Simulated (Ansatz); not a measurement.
Ansatz (a quantum-chemistry and plane-wave program) input (BHLYP/def2-TZVPD):

Ansatz 0.2 input:
```yaml
crystal:
  periodic: [false, false, false]
  atoms:
    - {symbol: C, position_ang: [-2.16646663, -0.55485153, -0.81711470]}
    - {symbol: O, position_ang: [-1.29530665, -1.35686119, 0.00254025]}
    - {symbol: B, position_ang: [-0.10031336, -1.06337384, 0.45926693]}
    - {symbol: Br, position_ang: [0.88640030, 0.58895609, 0.16093115]}
    - {symbol: H, position_ang: [-2.36295940, -1.10883291, -1.73262855]}
    - {symbol: H, position_ang: [-3.09461149, -0.40763216, -0.26889580]}
    - {symbol: H, position_ang: [-1.70361993, 0.40386960, -1.04503418]}
basis:
  gaussian:
    orbitals: def2-TZVPD
hamiltonian:
  xc: {name: BHLYP}
magnetization: {spin_polarized: true, initial_magnetization: 1}
output: {forces: true}
```

End of the output:

```
mean field evaluation 4: about -73854.1751 eV, gradient 1.7e0 eV
mean field evaluation 8: about -73854.1984 eV, gradient 6.6e-2 eV
mean field evaluation 16: about -73854.8469 eV, gradient 7.5e-4 eV
mean field -73854.84693651 eV, -2714.1155643033 hartree, gradient 4.8e-5 eV, S^2 0.753630; 0 other end points of the search recorded, 0 dependent functions left out
the calculation of the forces begins
reference -73854.84711321 eV, -2714.1155707969 hartree; 29, 28 occupied and 169, 170 virtual orbitals, 1292 factors
Total energy: -73854.84711321 eV, -2714.1155707969 hartree
Atom 0 at    -2.166467    -0.554852    -0.817115 Å, force     0.160022    -0.142214     0.148115 eV/Å
Atom 1 at    -1.295307    -1.356861     0.002540 Å, force     0.124366     0.428305    -0.143015 eV/Å
Atom 2 at    -0.100313    -1.063374     0.459267 Å, force    -0.372556     0.018209    -0.194946 eV/Å
Atom 3 at     0.886400     0.588956     0.160931 Å, force    -0.090384    -0.141260     0.022492 eV/Å
Atom 4 at    -2.362959    -1.108833    -1.732629 Å, force     0.058134     0.135859     0.237849 eV/Å
Atom 5 at    -3.094611    -0.407632    -0.268896 Å, force     0.243212    -0.041515    -0.132415 eV/Å
Atom 6 at    -1.703620     0.403870    -1.045034 Å, force    -0.122795    -0.257384     0.061920 eV/Å
Dipole moment:    -0.443151     0.080123    -0.259894 e Å
```

It need not be the lowest isomer of its formula.
